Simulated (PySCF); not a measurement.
BClFH, AlBFH$_{2}$ (calculated)

All values are calculated (PySCF 2.14.0). Calculation on a computer-drawn molecule: vertical ionisation energy to the stated ion spin, frozen-core CCSD(T) at the basis limit and cheaper methods, single-reference cases, UHF for radicals, no spin-orbit; all values are single points at the evaluated structure, the first of each entry, which is the reference or a displaced copy of it and isn't optimised; the reference structure only sets the zero of the energies above reference; triples share is (T) over the correlation energy.

Common to all runs: charge 0; diffuse functions no; basis cc-pV(n+d)Z; reference is the Hartree-Fock double-zeta minimum; best is HF at quadruple zeta + MP2 correlation extrapolated from triple and quadruple zeta + CCSD(T) minus MP2 at triple zeta; basis step is the size of the change from the same recipe one zeta lower.

```yaml
- entry: 1
  formula: BClFH
  evaluated_structure:
    atoms_angstrom:
      - [F, 0.6494, 0.8154, 1.2421]
      - [B, 0.9181, -0.04, 0.2685]
      - [Cl, -0.1808, -0.0167, -1.2454]
      - [H, 1.7919, -0.8416, 0.4671]
  reference_structure:
    atoms_angstrom:
      - [F, 0.664, 0.8328, 1.2504]
      - [B, 0.9107, -0.0473, 0.3049]
      - [Cl, -0.0805, -0.0226, -1.1406]
      - [H, 1.7869, -0.8386, 0.4341]
  given:
    multiplicity: 1
    ion_multiplicity: 2
    drawn_bonds_atom: [1, 2, 2]
    drawn_bonds_other_atom: [2, 3, 4]
    drawn_bonds_order: [1, 1, 1]
  results:
    "ionisation_energy_best [eV]": 12.38
    "ionisation_energy_basis_step [eV]": 0.09179
    "energy_above_reference_best [kcal/mol]": 4.507
    "energy_above_reference_basis_step [kcal/mol]": 0.2039
    triple_zeta_method: [HF, PBE, r2SCAN, B3LYP, wB97X, MP2, CCSD, "CCSD(T)"]
    "triple_zeta_ionisation_energy [eV]": [11.14, 11.92, 12.07, 12.17, 12.23, 12.29, 12.11, 12.16]
    "triple_zeta_energy_above_reference [kcal/mol]": [4.575, 3.567, 4.24, 3.965, 4.422, 4.61, 4.449, 4.255]
    "ionisation_energy_Koopmans_at_triple_zeta [eV]": 12.79
    "ionisation_energy_EOM_CCSD_at_triple_zeta [eV]": 12.26
    "total_energy_HF_triple_zeta [hartree]": -584.3642
    "total_energy_CCSD(T)_triple_zeta [hartree]": -584.9453
    "total_energy_best [hartree]": -585.0433
    T1_diagnostic_at_triple_zeta: 0.01299
    D1_diagnostic_at_triple_zeta: 0.04469
    ion_T1_diagnostic_at_triple_zeta: 0.01889
    ion_D1_diagnostic_at_triple_zeta: 0.07131
    ion_spin_squared_at_triple_zeta: 0.7614
    triples_share_at_triple_zeta: 0.03501
    basis_functions_triple_zeta: 113
    "dipole_magnitude_HF_at_triple_zeta [debye]": 1.312
    "dipole_magnitude_CCSD_unrelaxed_at_triple_zeta [debye]": 1.066
    "dipole_magnitude_PBE_at_triple_zeta [debye]": 0.9041
    "dipole_magnitude_r2SCAN_at_triple_zeta [debye]": 1.005
    "dipole_magnitude_B3LYP_at_triple_zeta [debye]": 1.016
    "dipole_magnitude_wB97X_at_triple_zeta [debye]": 1.122
- entry: 2
  formula: AlBFH2
  evaluated_structure:
    atoms_angstrom:
      - [F, -1.495, 0.034, 1.738]
      - [B, -1.3129, -0.4743, 0.5123]
      - [Al, 0.4227, 0.0998, -0.6545]
      - [H, -2.1236, -1.3024, 0.1741]
      - [H, 0.3737, 1.2699, -1.7343]
  reference_structure:
    atoms_angstrom:
      - [F, -1.495, 0.034, 1.738]
      - [B, -1.3129, -0.4743, 0.5123]
      - [Al, 0.4227, 0.0998, -0.6545]
      - [H, -2.1236, -1.3024, 0.1741]
      - [H, 0.3737, 1.2699, -1.7343]
  given:
    multiplicity: 2
    ion_multiplicity: 1
    drawn_bonds_atom: [1, 2, 2, 3]
    drawn_bonds_other_atom: [2, 3, 4, 5]
    drawn_bonds_order: [1, 1, 1, 1]
  results:
    "ionisation_energy_best [eV]": 7.545
    "ionisation_energy_basis_step [eV]": 0.04191
    "energy_above_reference_best [kcal/mol]": 0.0
    "energy_above_reference_basis_step [kcal/mol]": 0.0
    triple_zeta_method: [HF, PBE, r2SCAN, B3LYP, wB97X, MP2, CCSD, "CCSD(T)"]
    "triple_zeta_ionisation_energy [eV]": [7.309, 7.539, 7.695, 7.605, 7.513, 7.417, 7.491, 7.493]
    "triple_zeta_energy_above_reference [kcal/mol]": [0.0, 0.0, 0.0, 0.0, 0.0, 0.0, 0.0, 0.0]
    "total_energy_HF_triple_zeta [hartree]": -367.2497
    "total_energy_CCSD(T)_triple_zeta [hartree]": -367.6915
    "total_energy_best [hartree]": -367.7620
    T1_diagnostic_at_triple_zeta: 0.02044
    D1_diagnostic_at_triple_zeta: 0.07598
    spin_squared_at_triple_zeta: 0.784
    ion_T1_diagnostic_at_triple_zeta: 0.01776
    ion_D1_diagnostic_at_triple_zeta: 0.04781
    triples_share_at_triple_zeta: 0.03083
    basis_functions_triple_zeta: 127
    "dipole_magnitude_HF_at_triple_zeta [debye]": 1.031
    "dipole_magnitude_CCSD_unrelaxed_at_triple_zeta [debye]": 0.8804
    "dipole_magnitude_PBE_at_triple_zeta [debye]": 0.8742
    "dipole_magnitude_r2SCAN_at_triple_zeta [debye]": 0.9514
    "dipole_magnitude_B3LYP_at_triple_zeta [debye]": 0.9564
    "dipole_magnitude_wB97X_at_triple_zeta [debye]": 0.8103
- entry: 3
  formula: AlBFH2
  evaluated_structure:
    atoms_angstrom:
      - [F, -1.5819, -0.052, 1.7473]
      - [B, -1.3732, -0.4725, 0.5293]
      - [Al, 0.3885, 0.094, -0.6457]
      - [H, -2.1443, -1.3189, 0.2204]
      - [H, 0.3104, 1.2897, -1.7239]
  reference_structure:
    atoms_angstrom:
      - [F, -1.495, 0.034, 1.738]
      - [B, -1.3129, -0.4743, 0.5123]
      - [Al, 0.4227, 0.0998, -0.6545]
      - [H, -2.1236, -1.3024, 0.1741]
      - [H, 0.3737, 1.2699, -1.7343]
  given:
    multiplicity: 2
    ion_multiplicity: 1
    drawn_bonds_atom: [1, 2, 2, 3]
    drawn_bonds_other_atom: [2, 3, 4, 5]
    drawn_bonds_order: [1, 1, 1, 1]
  results:
    "ionisation_energy_best [eV]": 7.583
    "ionisation_energy_basis_step [eV]": 0.04102
    "energy_above_reference_best [kcal/mol]": 0.9877
    "energy_above_reference_basis_step [kcal/mol]": 0.1435
    triple_zeta_method: [HF, PBE, r2SCAN, B3LYP, wB97X, MP2, CCSD, "CCSD(T)"]
    "triple_zeta_ionisation_energy [eV]": [7.366, 7.564, 7.726, 7.641, 7.56, 7.465, 7.533, 7.532]
    "triple_zeta_energy_above_reference [kcal/mol]": [0.4485, 1.33, 1.09, 0.9827, 1.107, 1.073, 0.9571, 1.064]
    "total_energy_HF_triple_zeta [hartree]": -367.2490
    "total_energy_CCSD(T)_triple_zeta [hartree]": -367.6898
    "total_energy_best [hartree]": -367.7605
    T1_diagnostic_at_triple_zeta: 0.01988
    D1_diagnostic_at_triple_zeta: 0.07264
    spin_squared_at_triple_zeta: 0.783
    ion_T1_diagnostic_at_triple_zeta: 0.01765
    ion_D1_diagnostic_at_triple_zeta: 0.04604
    triples_share_at_triple_zeta: 0.03052
    basis_functions_triple_zeta: 127
    "dipole_magnitude_HF_at_triple_zeta [debye]": 0.9124
    "dipole_magnitude_CCSD_unrelaxed_at_triple_zeta [debye]": 0.7749
    "dipole_magnitude_PBE_at_triple_zeta [debye]": 0.7445
    "dipole_magnitude_r2SCAN_at_triple_zeta [debye]": 0.8294
    "dipole_magnitude_B3LYP_at_triple_zeta [debye]": 0.8372
    "dipole_magnitude_wB97X_at_triple_zeta [debye]": 0.6871
- entry: 4
  formula: AlBFH2
  evaluated_structure:
    atoms_angstrom:
      - [F, -1.4891, 0.049, 1.8134]
      - [B, -1.3832, -0.4372, 0.4701]
      - [Al, 0.3981, 0.1681, -0.6545]
      - [H, -2.1281, -1.2529, 0.2017]
      - [H, 0.4373, 1.2093, -1.7066]
  reference_structure:
    atoms_angstrom:
      - [F, -1.495, 0.034, 1.738]
      - [B, -1.3129, -0.4743, 0.5123]
      - [Al, 0.4227, 0.0998, -0.6545]
      - [H, -2.1236, -1.3024, 0.1741]
      - [H, 0.3737, 1.2699, -1.7343]
  given:
    multiplicity: 2
    ion_multiplicity: 1
    drawn_bonds_atom: [1, 2, 2, 3]
    drawn_bonds_other_atom: [2, 3, 4, 5]
    drawn_bonds_order: [1, 1, 1, 1]
  results:
    "ionisation_energy_best [eV]": 7.585
    "ionisation_energy_basis_step [eV]": 0.04705
    "energy_above_reference_best [kcal/mol]": 7.281
    "energy_above_reference_basis_step [kcal/mol]": 0.4333
    triple_zeta_method: [HF, PBE, r2SCAN, B3LYP, wB97X, MP2, CCSD, "CCSD(T)"]
    "triple_zeta_ionisation_energy [eV]": [7.327, 7.609, 7.757, 7.663, 7.541, 7.444, 7.526, 7.529]
    "triple_zeta_energy_above_reference [kcal/mol]": [8.39, 7.228, 7.383, 7.043, 7.225, 7.034, 7.538, 7.352]
    "total_energy_HF_triple_zeta [hartree]": -367.2364
    "total_energy_CCSD(T)_triple_zeta [hartree]": -367.6798
    "total_energy_best [hartree]": -367.7504
    T1_diagnostic_at_triple_zeta: 0.02171
    D1_diagnostic_at_triple_zeta: 0.08224
    spin_squared_at_triple_zeta: 0.7884
    ion_T1_diagnostic_at_triple_zeta: 0.0188
    ion_D1_diagnostic_at_triple_zeta: 0.05424
    triples_share_at_triple_zeta: 0.03138
    basis_functions_triple_zeta: 127
    "dipole_magnitude_HF_at_triple_zeta [debye]": 1.734
    "dipole_magnitude_CCSD_unrelaxed_at_triple_zeta [debye]": 1.529
    "dipole_magnitude_PBE_at_triple_zeta [debye]": 1.534
    "dipole_magnitude_r2SCAN_at_triple_zeta [debye]": 1.609
    "dipole_magnitude_B3LYP_at_triple_zeta [debye]": 1.621
    "dipole_magnitude_wB97X_at_triple_zeta [debye]": 1.493
- entry: 5
  formula: AlBFH2
  evaluated_structure:
    atoms_angstrom:
      - [F, -1.4891, 0.049, 1.8134]
      - [B, -1.3832, -0.4372, 0.4701]
      - [Al, 0.3981, 0.1681, -0.6545]
      - [H, -2.1124, -1.2357, 0.2074]
      - [H, 0.4373, 1.2093, -1.7066]
  reference_structure:
    atoms_angstrom:
      - [F, -1.495, 0.034, 1.738]
      - [B, -1.3129, -0.4743, 0.5123]
      - [Al, 0.4227, 0.0998, -0.6545]
      - [H, -2.1236, -1.3024, 0.1741]
      - [H, 0.3737, 1.2699, -1.7343]
  given:
    multiplicity: 2
    ion_multiplicity: 1
    drawn_bonds_atom: [1, 2, 2, 3]
    drawn_bonds_other_atom: [2, 3, 4, 5]
    drawn_bonds_order: [1, 1, 1, 1]
  results:
    "ionisation_energy_best [eV]": 7.58
    "ionisation_energy_basis_step [eV]": 0.04716
    "energy_above_reference_best [kcal/mol]": 8.376
    "energy_above_reference_basis_step [kcal/mol]": 0.4416
    triple_zeta_method: [HF, PBE, r2SCAN, B3LYP, wB97X, MP2, CCSD, "CCSD(T)"]
    "triple_zeta_ionisation_energy [eV]": [7.32, 7.605, 7.752, 7.659, 7.536, 7.438, 7.52, 7.523]
    "triple_zeta_energy_above_reference [kcal/mol]": [9.455, 8.451, 8.52, 8.107, 8.36, 8.12, 8.643, 8.475]
    "total_energy_HF_triple_zeta [hartree]": -367.2347
    "total_energy_CCSD(T)_triple_zeta [hartree]": -367.6780
    "total_energy_best [hartree]": -367.7487
    T1_diagnostic_at_triple_zeta: 0.02172
    D1_diagnostic_at_triple_zeta: 0.08236
    spin_squared_at_triple_zeta: 0.7886
    ion_T1_diagnostic_at_triple_zeta: 0.01879
    ion_D1_diagnostic_at_triple_zeta: 0.05427
    triples_share_at_triple_zeta: 0.03133
    basis_functions_triple_zeta: 127
    "dipole_magnitude_HF_at_triple_zeta [debye]": 1.732
    "dipole_magnitude_CCSD_unrelaxed_at_triple_zeta [debye]": 1.522
    "dipole_magnitude_PBE_at_triple_zeta [debye]": 1.524
    "dipole_magnitude_r2SCAN_at_triple_zeta [debye]": 1.599
    "dipole_magnitude_B3LYP_at_triple_zeta [debye]": 1.613
    "dipole_magnitude_wB97X_at_triple_zeta [debye]": 1.488
- entry: 6
  formula: AlBFH2
  evaluated_structure:
    atoms_angstrom:
      - [F, -1.4891, 0.049, 1.8134]
      - [B, -1.3832, -0.4372, 0.4701]
      - [Al, 0.3981, 0.1681, -0.6545]
      - [H, -2.2198, -1.3534, 0.1686]
      - [H, 0.4373, 1.2093, -1.7066]
  reference_structure:
    atoms_angstrom:
      - [F, -1.495, 0.034, 1.738]
      - [B, -1.3129, -0.4743, 0.5123]
      - [Al, 0.4227, 0.0998, -0.6545]
      - [H, -2.1236, -1.3024, 0.1741]
      - [H, 0.3737, 1.2699, -1.7343]
  given:
    multiplicity: 2
    ion_multiplicity: 1
    drawn_bonds_atom: [1, 2, 2, 3]
    drawn_bonds_other_atom: [2, 3, 4, 5]
    drawn_bonds_order: [1, 1, 1, 1]
  results:
    "dipole_magnitude_wB97X_at_triple_zeta [debye]": null
    ion_T1_diagnostic_at_triple_zeta: null
```

Q: What dipole magnitude wB97X at triple zeta does the calculation give for AlBFH$_{2}$ (entry 6)?
A: 1.548 debye

Q: Give the missing ion T1 diagnostic at triple zeta for AlBFH$_{2}$ (entry 6).
A: 0.01896

Further results for AlBFH$_{2}$ (entry 6):

```
ionisation energy best                         : 7.622 eV
ionisation energy basis step                   : 0.04649 eV
energy above reference best                    : 7.768 kcal/mol
energy above reference basis step              : 0.3594 kcal/mol
total energy HF triple zeta                    : -367.2349 hartree
total energy CCSD(T) triple zeta               : -367.6792 hartree
total energy best                              : -367.7497 hartree
T1 diagnostic at triple zeta                   : 0.02168
D1 diagnostic at triple zeta                   : 0.0815
spin squared at triple zeta                    : 0.7875
ion D1 diagnostic at triple zeta               : 0.05414
triples share at triple zeta                   : 0.03175
basis functions triple zeta                    : 127
dipole magnitude HF at triple zeta             : 1.771 debye
dipole magnitude CCSD unrelaxed at triple zeta : 1.589 debye
dipole magnitude PBE at triple zeta            : 1.618 debye
dipole magnitude r2SCAN at triple zeta         : 1.696 debye
dipole magnitude B3LYP at triple zeta          : 1.695 debye
```

Triple zeta:
```csv
method,ionisation energy (eV),energy above reference (kcal/mol)
HF,7.374,9.301
PBE,7.635,6.906
r2SCAN,7.788,7.584
B3LYP,7.695,7.614
wB97X,7.579,7.558
MP2,7.483,7.697
CCSD,7.565,8.02
CCSD(T),7.567,7.715
```
